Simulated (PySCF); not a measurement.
This PySCF input asks for the NMR shieldings of SMILES CN[SiH2]/C(=C\F)[SiH2][SiH2]C, C$_{4}$H$_{14}$FNSi$_{3}$; the geometry comes from GFN2-xTB.

```python
import basis_set_exchange as bse
import numpy as np
from pyscf import gto, dft
from pyscf.prop import nmr

atoms = """
C     2.232379    0.212147   -1.010518
N     1.540968    1.278489   -0.322979
Si    1.208423    1.259345    1.367758
C     0.118935   -0.262626    1.651339
C     0.656001   -1.430252    1.948575
F     1.995579   -1.613371    2.075074
Si   -1.750078   -0.123668    1.438406
Si   -2.276171    0.358531   -0.765709
C    -1.512061   -0.923649   -1.946269
H     1.964484    0.214132   -2.070128
H     1.935841   -0.740099   -0.576191
H     3.321954    0.294392   -0.930107
H     1.768767    2.174891   -0.726200
H     0.427474    2.479684    1.579985
H     2.364351    1.207634    2.274481
H     0.135342   -2.363166    2.125184
H    -2.335365   -1.378897    1.944868
H    -2.190565    0.920164    2.376777
H    -3.732543    0.343499   -0.995484
H    -1.825680    1.689874   -1.197551
H    -0.428719   -0.920572   -1.870694
H    -1.853977   -1.929382   -1.716262
H    -1.770090   -0.720116   -2.981685
"""
names = dict.fromkeys(["C", "N", "Si", "F", "H"], "pcSseg-1")
basis = {el: gto.basis.parse(bse.get_basis(n, elements=[el], fmt="nwchem")) for el, n in names.items()}
mol = gto.M(atom=atoms, basis=basis, charge=0, verbose=0)
mf = dft.RKS(mol, xc="PBE0")
mf.grids.level = 2
mf.grids.alignment = dft.numint.BLKSIZE   # the property module wants whole blocks of grid points
mf.conv_tol = 1e-9
mf.kernel()

calc = nmr.RKS(mf)   # GIAO
C = mf.mo_coeff
Co = C[:, mf.mo_occ > 0]
resp = mf.gen_response(singlet=True, hermi=2)
def vind(x):   # induced exchange potential for any number of trial vectors
    d = np.einsum("pi,xij,qj->xpq", C, 2 * x.reshape(-1, C.shape[1], Co.shape[1]), Co, optimize=True)
    return np.einsum("xpq,pi,qj->xij", resp(d - d.transpose(0, 2, 1)), C, Co, optimize=True).ravel()
mo1, _ = nmr.rhf.solve_mo1(calc, with_cphf=vind)
sigma = calc.kernel(mo1)
for i, s in enumerate(sigma):   # ppm
    w = np.linalg.eigvalsh((s + s.T) / 2)
    print("%2d %-2s iso %8.1f  s11 %8.1f  s22 %8.1f  s33 %8.1f" % (i, mol.atom_pure_symbol(i), w.mean(), *w))
```

Q: What does it print?

A: 
```
 0 C  iso    155.1  s11    131.8  s22    149.1  s33    184.5
 1 N  iso    250.2  s11    221.1  s22    238.1  s33    291.5
 2 Si iso    394.7  s11    354.2  s22    381.3  s33    448.8
 3 C  iso     80.5  s11    -24.3  s22     82.9  s33    182.7
 4 C  iso     17.6  s11    -97.5  s22     65.4  s33     84.9
 5 F  iso    227.2  s11     77.3  s22    273.3  s33    331.1
 6 Si iso    421.8  s11    397.8  s22    403.2  s33    464.4
 7 Si iso    429.5  s11    405.7  s22    413.4  s33    469.3
 8 C  iso    196.8  s11    190.2  s22    198.9  s33    201.3
 9 H  iso     28.9  s11     24.2  s22     27.0  s33     35.3
10 H  iso     29.1  s11     25.7  s22     29.4  s33     32.2
11 H  iso     28.8  s11     23.7  s22     26.3  s33     36.5
12 H  iso     31.8  s11     22.8  s22     29.4  s33     43.2
13 H  iso     27.1  s11     24.1  s22     25.5  s33     31.6
14 H  iso     26.2  s11     22.4  s22     24.3  s33     31.9
15 H  iso     24.5  s11     20.6  s22     23.9  s33     28.9
16 H  iso     27.5  s11     24.1  s22     25.8  s33     32.4
17 H  iso     27.4  s11     23.8  s22     25.5  s33     32.8
18 H  iso     27.8  s11     24.1  s22     25.4  s33     33.8
19 H  iso     27.6  s11     24.5  s22     26.1  s33     32.2
20 H  iso     31.4  s11     25.6  s22     29.7  s33     39.0
21 H  iso     31.8  s11     27.3  s22     29.0  s33     39.0
22 H  iso     31.3  s11     26.6  s22     27.6  s33     39.9
```

These numbers come from an equivalent density-fitted implementation of the same equations, which agrees with the script to about 0.01 ppm for H and up to a few tenths of a ppm for heavy atoms, so last digits may differ.

Q: Turn these shieldings into chemical shifts. Scale: ¹³C (σ = 186.93 ppm), ²⁹Si (σ = 349.16 ppm), ¹H (σ = 31.72 ppm) vs TMS; ¹⁵N (σ = 267.73 ppm) against NH3; CFCl3 for ¹⁹F (σ = 170.95 ppm) (reference shieldings calculated alike).

A: Averaging equivalent atoms: C 4: 169.3; C 3: 106.5; C 0: 31.8; C 8: -9.9; N 1: 17.5; Si 2: -45.6; Si 6: -72.6; Si 7: -80.3; F 5: -56.3; H 15: 7.24; H 13/14: 5.07; H 16/17: 4.31; H 18/19: 4.02; H 9/10/11: 2.80; H 20/21/22: 0.21; H 12: -0.11 ppm. Unscaled 19F shifts against computed CFCl3 carry errors that often reach 10 to 50 ppm. Experimental scales use liquid or dissolved standards, which lie at an offset from isolated NH3 (liquid NH3: subtract about 20 ppm).

Size and cost of the density-fitted run: 244 basis functions, 65 s wall time on 1 thread of an Arm Neoverse V1, shared host; peak memory 1.1 GiB.
